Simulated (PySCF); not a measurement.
**Working with the constants of HfO⁺**

PW91 constants of HfO⁺, ²Σ⁺ (doublet), unpaired electrons σ ↑ (Hf def2-TZVPPD with ECP60, O def2-TZVPPD; scalar-relativistic core potentials (PySCF 2.14); masses 179.9465 and 15.9949 u):

* ωe: 1001.6 cm⁻¹
* ωexe: 3.15 cm⁻¹
* Be: 0.3935 cm⁻¹
* αe: 0.00170 cm⁻¹
* D (centrifugal): 2.43e-07 cm⁻¹

Problem. Give the vibrational terms G(v) and spacings up to v = 6.

Solution. G(v) = ωe(v+½) − ωexe(v+½)².

```json
{"v": "0", "G(v) (cm⁻¹)": "500.0", "G(v) − G(v−1)": "", "Bv (cm⁻¹)": "0.3926"}
{"v": "1", "G(v) (cm⁻¹)": "1495.3", "G(v) − G(v−1)": "995.3", "Bv (cm⁻¹)": "0.3910"}
{"v": "2", "G(v) (cm⁻¹)": "2484.3", "G(v) − G(v−1)": "989.0", "Bv (cm⁻¹)": "0.3893"}
{"v": "3", "G(v) (cm⁻¹)": "3467.0", "G(v) − G(v−1)": "982.7", "Bv (cm⁻¹)": "0.3876"}
{"v": "4", "G(v) (cm⁻¹)": "4443.4", "G(v) − G(v−1)": "976.4", "Bv (cm⁻¹)": "0.3859"}
{"v": "5", "G(v) (cm⁻¹)": "5413.5", "G(v) − G(v−1)": "970.1", "Bv (cm⁻¹)": "0.3841"}
{"v": "6", "G(v) (cm⁻¹)": "6377.3", "G(v) − G(v−1)": "963.8", "Bv (cm⁻¹)": "0.3825"}
```

De is left out where the level can put another filling of the metal’s s and d shells below the measured ground configuration, by anything from nothing to about 1 eV. These are scalar-relativistic numbers at best; spin–orbit coupling would shift them, the dissociation energy most. The state is the lowest single determinant that the PBE0 search found; with open d or f shells the true ground state can be another one.
